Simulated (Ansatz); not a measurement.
Mulliken charges of AlH$_{3}$Se$_{3}$ (`[SeH][Al]([SeH])[SeH]`) from PBE/def2-TZVPP in Ansatz (PBE0-D4/def2-TZVP geometry).

```csv
atom,x (Å),y (Å),z (Å),charge (e)
Se1,-2.539,0.767,0.007,-0.174
Al2,-0.372,-0.039,0.080,0.334
Se3,-0.055,-2.079,1.124,-0.167
Se4,1.330,1.207,-0.873,-0.166
H5,-2.092,1.979,-0.695,0.062
H6,1.386,-2.049,0.844,0.055
H7,2.343,0.216,-0.487,0.055
```

By hand: the dipole of these point charges (1 e Å = 4.8032 D).

Σ q r = (0.181, 0.022, -0.041) e Å, of length 0.187 e Å = 0.90 D.

How does the dipole of the full density compare? (Estimate.)

The calculation gave: (0.208, 0.013, -0.040) e Å, 1.02 D; the point charges give 0.88 times that, at 4° from its direction.

Point charges leave out the atoms' own dipoles, such as those of lone pairs, and Mulliken's split depends on the basis, so the close match here is no proof of good charges.
